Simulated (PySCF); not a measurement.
**Telling isomers of C4H9FO2Si2 apart by NMR**

Level of theory: GIAO PBE0/pcSseg-1 shieldings, geometry from GFN2-xTB, in PySCF 2.14 (non-relativistic, no solvent model, fast rotation and ring inversion assumed for equivalent nuclei, single conformer).

δ = σ(ref) − σ, references computed at the same level: ¹H (31.72 ppm), ¹³C (186.93 ppm) against TMS. Splittings of carbon signals by F and P are missing where no couplings were computed. Where no couplings were computed, multiplicities follow the n + 1 count of equivalent neighbours, and m marks all less simple cases (inequivalent or close neighbours, rings, F or P nearby). Shifts are as computed. Against solution values, carbons near 30 ppm lie about +3 ppm off and those near 130 ppm about +5 ppm. Of 1309 compounds with measured shifts, 239 miss one by over three times the rms of a fit or turn the order of signals round; such compounds aren't used in these exercises.

(1) Tabulate the signals of `CO[C@H]1O[SiH2]C(F)=C[SiH2]1`, `CO[C@@H]1C=C([SiH2]F)[SiH2]O1`, `CO[C@H]1C=C(F)[SiH2][SiH2]O1` and their relative energies.

(2) What is the quickest way to tell CO[C@H]1O[SiH2]C(F)=C[SiH2]1 from CO[C@@H]1C=C([SiH2]F)[SiH2]O1?

(3) What is the quickest way to tell CO[C@@H]1C=C([SiH2]F)[SiH2]O1 from CO[C@H]1C=C(F)[SiH2][SiH2]O1?

(4) What is the quickest way to tell CO[C@H]1O[SiH2]C(F)=C[SiH2]1 from CO[C@H]1C=C(F)[SiH2][SiH2]O1?

Results:

(1) 
```tsv
SMILES	carbon types	δC	δH	E rel. (kcal/mol)
CO[C@H]1O[SiH2]C(F)=C[SiH2]1	1×C 2×CH 1×CH3	184.5, 115.5, 99.2, 58.5	6.14 (m, 1H), 5.16 (m, 1H), 5.05 (m, 1H), 4.82 (m, 1H), 4.68 (m, 1H), 4.31 (m, 1H), 3.69 (s, 3H)	43.7
CO[C@@H]1C=C([SiH2]F)[SiH2]O1	1×C 2×CH 1×CH3	167.6, 145.9, 113.2, 57.8	7.15 (m, 1H), 5.83 (m, 1H), 5.58 (m, 1H), 5.57 (m, 1H), 5.57 (m, 1H), 5.46 (m, 1H), 3.73 (s, 3H)	0.0
CO[C@H]1C=C(F)[SiH2][SiH2]O1	1×C 2×CH 1×CH3	179.3, 135.4, 98.7, 59.3	6.82 (m, 1H), 5.23 (m, 1H), 5.01 (m, 1H), 5.00 (m, 1H), 4.27 (m, 1H), 4.05 (m, 1H), 3.61 (s, 3H)	48.0
```

Energies are electronic energies at PBE0/pcSseg-1 on these geometries, without zero-point or thermal terms, each for the one conformer computed, which needn't be the lowest.

(2) Both give the same number of carbon signals, with the same numbers of each carbon type, so the positions decide. The first has a fully substituted alkene carbon (C) at 184.5 ppm, the second an alkene CH at 167.6 ppm. In the proton spectra the most deshielded non-exchanging signals are 6.14 (m, 1H) and 7.15 (m, 1H).

(3) Both give the same number of carbon signals, with the same numbers of each carbon type, so the positions decide. The first has a fully substituted alkene carbon (C) at 145.9 ppm, the second a fully substituted alkene carbon (C) at 179.3 ppm. Their most deshielded carbons lie at 167.6 and 179.3 ppm.

(4) Both give the same number of carbon signals, with the same numbers of each carbon type, so the positions decide. The first has an alkene CH at 115.5 ppm, the second an alkene CH at 135.4 ppm. Their most deshielded carbons lie at 184.5 and 179.3 ppm. In the proton spectra the most deshielded non-exchanging signals are 6.14 (m, 1H) and 6.82 (m, 1H).
